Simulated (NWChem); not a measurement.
# C2H3NO2Si; SMILES C1(O[SiH2]N=C1)=O

```xyz
9

O     -0.2147     2.2922     0.0000
C     -0.0729     1.1081     0.0000
C      1.2644     0.3701     0.0000
N      1.2673    -0.9007     0.0000
Si    -0.4418    -1.3810     0.0000
O     -1.0788     0.2068     0.0000
H      2.1805     0.9830     0.0000
H     -0.8334    -2.1034     1.2330
H     -0.8334    -2.1034    -1.2330
```
Atoms are numbered in this order, from 1.

Results from NWChem. Medium grid unless said otherwise, to which SCAN and Minnesota functionals are sensitive. Structure relaxed at the PBE0/def2-SVP level. Hybrids' shares of exact exchange are those that their runs print; pure functionals count as 0. The functionals differ in more than this share.

```csv
row,share of exact exchange,highest occupied level (eV)
PBE/def2-SVP,0.00,-6.14
r2SCAN/def2-SVP,0.00,-6.55
B3LYP/def2-SVP,0.20,-7.49
PW6B95/def2-SVP,0.28,withheld
Hartree-Fock/def2-SVP,1.00,-11.85
```

Problem. Fit a straight line of the last column on the one before it, predict the withheld value, and compare with the run.

Solution. 
1. Means of the 4 shown rows: x = 0.300, y = -8.008. Slope Σ(x − x̄)(y − ȳ)/Σ(x − x̄)² = -3.739/0.6800 = -5.499; intercept -6.358.
2. The shown rows scatter about the line by 0.146 (root mean square); the largest residual is +0.22, at PBE/def2-SVP.
3. At x = 0.28 (PW6B95/def2-SVP; inside the shown range) the line gives -7.90.
4. The run gives -7.92, -0.02 from the line, 0.1 times the scatter.
